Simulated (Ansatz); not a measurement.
Cost and result for the atomization energy of `O[SiH](F)[S][GeH3]` (10 atoms, 9 bonds).

Z-matrix (Å, degrees):
```
Si
F 1 1.598
S 1 2.097 2 112.4
O 1 1.634 2 107.4 3 119.1
H 1 1.476 2 106.0 3 -119.2
Ge 3 2.241 1 98.4 2 79.9
H 4 0.959 1 117.9 2 39.7
H 6 1.533 3 109.7 1 -42.5
H 6 1.534 3 104.0 1 -161.2
H 6 1.532 3 109.7 1 80.1
```

Charge 0, multiplicity 1. Correlated methods include outer-core shells of Ge, which these sets cover unevenly. Scalar relativity is left out up to krypton. All single points use the PBE0-D4/def2-TZVP geometry. It is one conformer, not always the lowest. Program: Ansatz. All runs use 4 threads of a server CPU on a shared host. Times are those of one run each, without the atoms' runs, and a repeat can differ threefold. Electronic energies, without spin–orbit coupling; frozen cores. CCSD(T)/CBS adds CCSD(T) − MP2 in def2-TZVPP to the MP2 limit, and its time is that of the two runs behind it. T1 = 0.012. With those shells the extrapolation isn't a true limit. B3LYP takes the VWN-RPA correlation (the form of Gaussian; ORCA's B3LYP/G).

CCSD(T)/CBS is a level of theory with its own doubt, some kJ/mol a heavy atom from the limit and from the frozen cores, so smaller differences don't rank the functionals.

```csv
level,functions,wall time,atomization (kcal/mol),difference from CCSD(T)/CBS,per bond
PBE-D4/def2-TZVPP (with forces),264,2.1 s,806.0,-5.0,-0.6
PBE0-D4/def2-TZVPP,264,3.1 s,793.8,-17.2,-1.9
r2SCAN-D4/def2-TZVPP (with forces),264,3.7 s,807.7,-3.3,-0.4
B3LYP-D4/def2-TZVPP (with forces),264,4.4 s,797.4,-13.6,-1.5
B2PLYP/def2-TZVPP,264,4.9 s,791.9,-19.1,-2.1
ωB97X-V/def2-TZVPP,264,7 s,810.9,-0.1,0.0
ωB97M-V/def2-TZVPP (with forces),264,9.5 s,806.0,-5.0,-0.6
MP2/def2-QZVPP,493,18 s,815.7,4.7,0.5
CCSD(T)/def2-TZVPP,264,3 min,787.5,-23.5,-2.6
CCSD(T)/CBS(def2),–,3.3 min,811.0,0.0,0.0
```

From PBE to PBE0 (25 % exact exchange), in def2-TZVPP and without D4, the atomization energy moves by −11.2 kcal/mol: exact exchange takes away binding that semilocal exchange gives to molecules. In def2-TZVPP, CCSD(T) changes the Hartree–Fock value by +205.4 kcal/mol (the triples alone add +12.2 kcal/mol) and MP2 by +219.5 kcal/mol; breaking electron pairs costs correlation energy, which Hartree–Fock lacks. The D4 term adds +10.6 kcal/mol with B3LYP and +5.5 kcal/mol with PBE0; it sums over pairs of atoms, weighted by their polarisabilities, and B3LYP, whose exchange is more repulsive, gets the larger term.
